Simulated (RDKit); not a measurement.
Torsional profile of SMILES C([SiH2]c1cccs1)(OC)=O (C₆H₈O₂SSi). Scanned: dihedral C1–O2–C3–Si5 and dihedral O2–C3–Si5–C6; all other coordinates were relaxed at GFN2-xTB. Points at φ and −φ are mirror images. Heavy atoms are numbered in the order of the SMILES COC(=O)[SiH2]c1cccs1, hydrogens after them in the order of the atoms that carry them; the mirror image has the same energies with the sign of each dihedral reversed.

Calculation: UFF // GFN2-xTB run with RDKit 2026.03.6.

Energy in kcal/mol above the lowest grid point; x is the dihedral C1–O2–C3–Si5 (°), y the dihedral O2–C3–Si5–C6 (°).

```csv
y \ x,-150,-120,-90,-60,-30,0,30,60,90,120,150,180
180,13.6,12.7,13.0,7.9,4.8,3.3,4.8,7.9,13.0,12.7,13.6,8.4
150,12.9,12.3,11.7,7.7,3.2,2.7,5.3,9.6,11.9,10.2,11.2,6.7
120,11.1,10.6,10.7,7.1,3.1,1.5,4.1,8.7,11.0,9.2,10.0,5.0
90,10.9,10.7,9.4,6.5,2.4,0.7,2.4,7.5,10.8,9.7,10.4,5.3
60,10.8,10.7,9.1,6.5,1.7,0.0,2.0,6.2,10.5,9.9,10.5,5.4
30,8.3,8.5,9.2,9.1,3.8,1.6,5.0,6.9,10.0,9.5,9.7,4.3
0,9.8,9.4,9.8,7.5,4.1,3.5,4.1,7.5,9.8,9.4,9.8,4.4
-30,9.7,9.5,10.0,6.9,5.0,1.6,3.8,9.1,9.2,8.5,8.3,4.3
-60,10.5,9.9,10.5,6.2,2.0,0.0,1.7,6.5,9.1,10.7,10.8,5.4
-90,10.4,9.7,10.8,7.5,2.4,0.7,2.4,6.5,9.4,10.7,10.9,5.3
-120,10.0,9.2,11.0,8.7,4.1,1.5,3.1,7.1,10.7,10.6,11.1,5.0
-150,11.2,10.2,11.9,9.6,5.3,2.7,3.2,7.7,11.7,12.3,12.9,6.7
```

The six lowest points that lie below all their neighbours on the grid: x = 0, y = -60 (0.0 kcal/mol); x = 0, y = 60 (0.0 kcal/mol); x = 180, y = -30 (4.3 kcal/mol); x = 180, y = 30 (4.3 kcal/mol); x = 180, y = -120 (5.0 kcal/mol); x = 180, y = 120 (5.0 kcal/mol). The lowest path on the grid from the first to the second passes x = 0, y = 180 at 3.3 kcal/mol.
